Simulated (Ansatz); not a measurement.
Geometry optimisation, RKS PBE0/cc-pVDZ in Ansatz.

The input (input.yaml):

```yaml
crystal:
  periodic: [false, false, false]
  atoms:
    - { symbol: O, position_ang: [-0.64237, 0.91064, -1.21302] }
    - { symbol: C, position_ang: [0.46711, 0.90504, -0.50096] }
    - { symbol: C, position_ang: [0.67525, -0.03121, 0.45802] }
    - { symbol: Si, position_ang: [-0.5602, -1.33798, 0.82363] }
    - { symbol: H, position_ang: [-0.6904, 1.62184, -1.86796] }
    - { symbol: H, position_ang: [1.21314, 1.66976, -0.6969] }
    - { symbol: H, position_ang: [1.60425, 0.01017, 1.01392] }
    - { symbol: H, position_ang: [-1.83227, -1.44048, 0.12516] }
    - { symbol: H, position_ang: [-0.23451, -2.30778, 1.85811] }
total_charge: 1
basis:
  gaussian: { orbitals: cc-pVDZ }
hamiltonian:
  xc: pbe0
relax:
  f_tol: 0.02
  max_steps: 40
scf:
  lower_state_search: "off"
```

Command:

```bash
$ ansatz run input.yaml --threads 1 --pin off --max-ram 2048MiB --backend cpu --events-out ev --progress --plain --runs-dir out
```

Q: Where does it end, and by what steps?

A: The forces met the threshold. Limits of this set-up: the dipole of an ion depends on the origin. After 6 steps the energy has fallen by 0.090 eV; H5 moved furthest, 0.09 Å.

| step | energy less start (eV) | largest force component (eV/Å) | accepted |
| --- | --- | --- | --- |
| 0 | 0.0000 | 1.577 | yes |
| 1 | -0.0728 | 0.716 | yes |
| 2 | -0.0861 | 0.219 | yes |
| 3 | -0.0865 | 0.173 | yes |
| 4 | -0.0831 | 0.282 | no |
| 5 | -0.0896 | 0.023 | yes |
| 6 | -0.0896 | 0.007 | yes |

```xyz
9
Properties=species:S:1:pos:R:3
O -0.646 0.950 -1.243
C 0.437 0.904 -0.517
C 0.628 -0.061 0.450
Si -0.534 -1.340 0.839
H -0.632 1.684 -1.878
H 1.206 1.667 -0.701
H 1.568 -0.018 1.006
H -1.834 -1.475 0.137
H -0.194 -2.310 1.906
```

Whether the end is a true minimum wasn't checked by a vibrational analysis.

The run took 17 s on 1 thread of Intel(R) Xeon(R) CPU @ 2.60GHz (Ice Lake), with other jobs on the host, peak memory 0.16 GiB.
